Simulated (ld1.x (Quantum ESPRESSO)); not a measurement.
## F: variants of one TM potential

Base potential:

F (Z = 9), norm-conserving Troullier–Martins (Kleinman–Bylander form), made with ld1.x (Quantum ESPRESSO) 7.5 (LDA (PZ), scalar-relativistic). Core [He], reference 2s1.75 2p5.25. Waves: 2s (bound): rc 0.90 bohr; 2p (bound): rc 0.90 bohr. Local part: the p channel. Core correction: Bessel-smoothed model core, default radius (core density twice the valence density).

Cutoffs, loose and tight: the cutoffs (Ry, on a coarse ladder) from which the occupation-weighted sum of valence levels, in a spherical-Bessel basis at the reference potential, stays within 10 and 1 mRy of its value at 400 Ry. They do not see the model core or the augmentation charge, which bear on the density cutoff. Test errors are all-electron minus pseudo excitation energies from the reference, over the configurations 2s2 2p5; 2s2 2p4; 2s2 2p3; 2s2 2p1; 2s2 2p4.5; 2s1 2p5; 2s2 2p5.3 (two spin-polarised tests are not counted in the largest error). A dash means not determined; rows that change the core or the reference have their own tests.

```tsv
change	outcome	cutoff, loose	cutoff, tight	bound ghosts	largest test error (meV)
base	generated	160 Ry	260 Ry	none	+428
all radii but the core radius scaled by about 0.73 (s 0.66, p 0.66 bohr)	generated	230 Ry	300 Ry	none	+36
all radii but the core radius scaled by about 0.80 (s 0.72, p 0.72 bohr)	generated	200 Ry	over 300 Ry	none	+85
all radii but the core radius scaled by about 0.89 (s 0.80, p 0.80 bohr)	generated	180 Ry	300 Ry	none	+191
all radii but the core radius scaled by about 1.13 (s 1.02, p 1.02 bohr)	generated	120 Ry	200 Ry	none	+816
all radii but the core radius scaled by about 1.16 (s 1.04, p 1.04 bohr)	generated	120 Ry	200 Ry	none	+816
all radii but the core radius scaled by about 1.24 (s 1.12, p 1.12 bohr)	generated	100 Ry	180 Ry	none	+1148
all radii but the core radius scaled by about 1.31 (s 1.18, p 1.18 bohr)	generated	100 Ry	160 Ry	none	+1566
all radii but the core radius scaled by about 1.38 (s 1.24, p 1.24 bohr)	generated	90 Ry	160 Ry	none	+1729
```

Reading the sweep of the scale of all radii but the core radius (base = 1) (base included, trends over the rows without a ghost): The loose cutoff falls from 230 Ry at 0.73 to 90 Ry at 1.38. A larger radius leaves more room for a smooth pseudo-wave, so fewer plane waves are needed; a smaller one forces it to follow the all-electron wave where it bends sharply. The median size of the test errors (rows with all tests solved) is not monotonic: lowest 0.9 meV at 0.89, highest 21.2 meV at 1.38.
